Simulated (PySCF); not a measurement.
Molecule: sum formula H3Si2OCl2 (charge -1, singlet). It need not be the lowest isomer of its formula. Whether it binds its extra electron was not tested at this geometry. SMILES: O([Si-](Cl)Cl)[SiH3]
Structure (B3LYP-D3(BJ)/def2-TZVP (Ansatz) minimum search):
```xyz
8

Si    -2.0658    -0.6817     0.0060
O     -0.7069    -0.6970     0.8977
Si     0.9285    -0.2507     0.7351
Cl     0.6019     1.9733     0.4879
Cl     1.1172    -0.7546    -1.4750
H     -2.1586     0.4386    -0.9590
H     -2.2512    -1.9531    -0.7457
H     -3.2357    -0.5732     0.9271
```
Charge -1, spin multiplicity 1.

Dispersion corrections to the total energy (kcal/mol) from the dftd3 and dftd4 libraries through PySCF: D3(BJ) without and D4 with the three-body term, each with the damping fitted for the functional named.

```csv
functional,D3(BJ),D4
B3LYP,-11.75,-12.12
PBE0,?,-6.37
HF,-43.20,?
B2PLYP,-6.07,-5.20
r2SCAN,-1.76,-1.75
revPBE,-14.20,-19.15
TPSS,?,-9.98
```

Task: Fill in the missing entries.

Result: 
- PBE0, D3(BJ): -5.73
- HF, D4: -23.22
- TPSS, D3(BJ): -8.16
